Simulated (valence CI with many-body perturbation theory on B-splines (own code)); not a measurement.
## Ag XXXIV: E2, M1 decay

Method: valence CI with perturbative core correlation (CI+MBPT): four valence electrons over a frozen Dirac-Fock core [Ne], a basis of 11 s, 11 p, 9 d, 7 f, 5 g, 2 h, 1 i functions for each j, with the one-electron correlation potential Σ1, the two-electron term Σ2, the three-electron term Σ3, Breit, model QED; selected CI, second order for the rest (own B-spline code, finite nucleus).

No measured spectrum was set against this ion. As an estimate, large intervals hold to a few tenths of a per cent, small ones and those within an open d or f shell to about a per cent.

Lines 1 to 8 of 8 in falling wavelength, among levels below 334.04 eV, chosen from the decays that carry over 1 % of a level's rate. Wavelengths and rates use the calculated energies. Electric multipoles are in the length gauge, E1 and E2 with the static RPA response of the core. S is in atomic units (e²a₀⁴ for E2 and M2, e²a₀⁶ for E3), for M1 in squared Bohr magnetons. Weak lines are less certain than strong ones. Lines between different terms over intervals too small for the method are left out, as are lines whose strength nearly cancels.

Levels are named by their leading jj configuration (3d3/2^4 stands for four electrons in 3d with j = 3/2), which in mixed levels can hold well under half, so a name can repeat and another be missing.

```
λ vac (nm)                   Upper                   Lower  Type   A (s⁻¹)  S (a.u.)
     236.2  (3s^2 3p1/2 3p3/2) J=2  (3s^2 3p1/2 3p3/2) J=1    M1  4.46e+02  1.09e+00
     39.43  (3s^2 3p3/2 3d5/2) J=4  (3s^2 3p1/2 3d5/2) J=3    M1  2.44e+05  4.99e+00
     34.07  (3s^2 3p1/2 3p3/2) J=1      (3s^2 3p1/2^2) J=0    M1  3.46e+05  1.52e+00
     30.83      (3s^2 3p3/2^2) J=2  (3s^2 3p1/2 3p3/2) J=2    M1  3.38e+05  1.84e+00
     29.78  (3s^2 3p1/2 3p3/2) J=2      (3s^2 3p1/2^2) J=0    E2  8.15e+02  8.52e-03
     27.27      (3s^2 3p3/2^2) J=2  (3s^2 3p1/2 3p3/2) J=1    M1  3.76e+05  1.41e+00
     23.81  (3s^2 3p3/2 3d5/2) J=4  (3s 3p1/2 3p3/2^2) J=3    M1  5.61e+04  2.53e-01
     21.63      (3s^2 3p3/2^2) J=0  (3s^2 3p1/2 3p3/2) J=1    M1  1.26e+06  4.73e-01
```
